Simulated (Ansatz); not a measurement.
Geometry optimisation, DFT PBE-D3(BJ), scalar-relativistic, plane waves, PAW (Ansatz 0.2.0).

Input file:

```yaml
accuracy: low
crystal:
  lattice:
    - [9.44287, 0.0, 0.0]
    - [0.0, 9.44287, 0.0]
    - [0.0, 0.0, 9.44287]
  atoms:
    - { symbol: O, position: [0.5772836, 0.597945, 0.0642063] }
    - { symbol: C, position: [0.6135581, 0.7125757, 0.0446022] }
    - { symbol: O, position: [0.0634101, 0.3123398, 0.0159619] }
    - { symbol: C, position: [0.1117791, 0.4087452, 0.0725905] }
    - { symbol: O, position: [0.8908916, 0.243001, 0.5529986] }
    - { symbol: C, position: [0.8829897, 0.1601753, 0.6419807] }
    - { symbol: O, position: [0.510671, 0.1265638, 0.4952739] }
    - { symbol: C, position: [0.4063166, 0.1010116, 0.4378491] }
    - { symbol: O, position: [0.7182588, 0.2362368, 0.8466084] }
    - { symbol: C, position: [0.7030048, 0.1164282, 0.8625319] }
    - { symbol: Si, position: [0.5780428, 0.183519, 0.1569157] }
    - { symbol: H, position: [0.5677703, 0.231208, 0.3061822] }
    - { symbol: H, position: [0.727987, 0.1524765, 0.1220827] }
    - { symbol: H, position: [0.4918143, 0.0537381, 0.1373752] }
    - { symbol: H, position: [0.5245994, 0.2966533, 0.0620227] }
    - { symbol: Si, position: [0.9684582, 0.8522325, 0.9407431] }
    - { symbol: H, position: [1.0513592, 0.9266894, 1.0513951] }
    - { symbol: H, position: [0.8596886, 0.7617266, 1.0088469] }
    - { symbol: H, position: [0.8981989, 0.9577671, 0.8480806] }
    - { symbol: H, position: [1.0645861, 0.762747, 0.85465] }
    - { symbol: Si, position: [0.6905067, 0.5120529, 0.4157924] }
    - { symbol: H, position: [0.7947776, 0.5361693, 0.5307108] }
    - { symbol: H, position: [0.569058, 0.4297095, 0.4717391] }
    - { symbol: H, position: [0.6394693, 0.6503065, 0.3615578] }
    - { symbol: H, position: [0.758722, 0.4320263, 0.2991619] }
    - { symbol: Si, position: [0.1834601, 0.7560216, 0.363951] }
    - { symbol: H, position: [0.2578674, 0.679151, 0.2489957] }
    - { symbol: H, position: [0.2657069, 0.7434063, 0.4971297] }
    - { symbol: H, position: [0.169589, 0.9075547, 0.3251491] }
    - { symbol: H, position: [0.0406772, 0.6939746, 0.3845293] }
    - { symbol: Si, position: [0.3104547, 0.3579887, 0.5979476] }
    - { symbol: H, position: [0.3244287, 0.3761217, 0.4425894] }
    - { symbol: H, position: [0.2753225, 0.4961423, 0.6638231] }
    - { symbol: H, position: [0.1960797, 0.2548217, 0.628529] }
    - { symbol: H, position: [0.4459876, 0.304869, 0.656849] }
    - { symbol: Si, position: [0.313744, 0.9855986, 0.8297435] }
    - { symbol: H, position: [0.4283214, 0.9612361, 0.934332] }
    - { symbol: H, position: [0.2914971, 0.8551841, 0.7451421] }
    - { symbol: H, position: [0.1809906, 1.0223613, 0.9051446] }
    - { symbol: H, position: [0.3541667, 1.1036129, 0.7343554] }
basis:
  ecutwfc: 420.0
kpoints:
  mp_grid: { grid: [1, 1, 1] }
hamiltonian:
  xc: pbe
  dispersion: d3bj
scf:
  occupations: { method: fermi_dirac, width: 0.02 }
  lower_state_search: "off"
relax:
  f_tol: 0.3
  max_steps: 15
  adjacent_minimum: "off"
```

Run as:

```bash
$ ansatz run input.yaml --threads 1 --pin off --max-ram 3072MiB --backend cpu --events-out ev --progress --plain --runs-dir out
```

Question: Where does it end, and by what steps?

Answer: The run converged. The threshold is loose, so the end isn't yet a minimum. The force dipped under the threshold on the way, but the program's further checks kept it going. Limits of this set-up: coarse k mesh, low accuracy level. After 16 steps the energy has fallen by 1.532 eV; C6 moved furthest, 1.65 Å.

| step | energy less start (eV) | largest force component (eV/Å) | accepted |
| --- | --- | --- | --- |
| 0 | 0.0000 | 1.761 | yes |
| 1 | -0.4538 | 1.382 | yes |
| 2 | -0.7004 | 2.119 | yes |
| 3 | -0.8820 | 1.644 | yes |
| 4 | -1.0781 | 1.118 | yes |
| 5 | -1.2100 | 0.977 | yes |
| 6 | -1.3067 | 0.719 | yes |
| 7 | -1.3614 | 1.781 | yes |
| 8 | -1.4453 | 0.234 | yes |
| 9 | -1.4453 | 0.235 | yes |
| 10 | -1.4594 | 1.266 | yes |
| 11 | -1.4738 | 1.404 | yes |
| 12 | -1.5143 | 0.047 | yes |
| 13 | -1.5143 | 0.047 | yes |
| 14 | -1.5055 | 1.114 | no |
| 15 | -1.5227 | 0.524 | yes |
| 16 | -1.5324 | 0.132 | yes |

```xyz
40
Lattice="9.4429 0.0000 0.0000 0.0000 9.4429 0.0000 0.0000 0.0000 9.4429" Properties=species:S:1:pos:R:3
O 4.912 5.671 0.400
C 5.119 6.610 1.007
O 0.310 3.014 0.224
C 0.697 3.937 0.760
O 8.522 1.369 4.106
C 8.946 0.600 4.828
O 5.544 -0.218 4.967
C 4.533 0.221 4.694
O 7.323 2.791 7.210
C 6.774 1.868 7.583
Si 5.425 1.944 1.484
H 5.129 2.598 2.792
H 6.899 1.969 1.244
H 4.948 0.528 1.512
H 4.725 2.685 0.395
Si 8.895 7.413 9.114
H 9.270 8.111 10.381
H 8.029 6.237 9.434
H 8.152 8.358 8.229
H 10.133 6.935 8.422
Si 7.167 5.311 4.173
H 8.147 5.315 5.298
H 5.908 4.638 4.610
H 6.862 6.714 3.764
H 7.742 4.571 3.012
Si 1.765 7.339 3.261
H 2.312 6.656 2.051
H 2.669 7.098 4.423
H 1.666 8.805 3.005
H 0.409 6.791 3.567
Si 2.568 3.617 5.615
H 2.445 3.965 4.167
H 2.206 4.806 6.444
H 1.641 2.491 5.938
H 3.970 3.206 5.914
Si 2.744 9.342 8.021
H 3.364 8.439 9.041
H 2.489 8.582 6.760
H 1.451 9.870 8.551
H 3.672 10.483 7.744
```

Whether the end is a true minimum wasn't checked by a vibrational analysis.

The run took 86 s on 1 thread of Arm Neoverse V1, with other jobs on the host, peak memory 0.63 GiB.
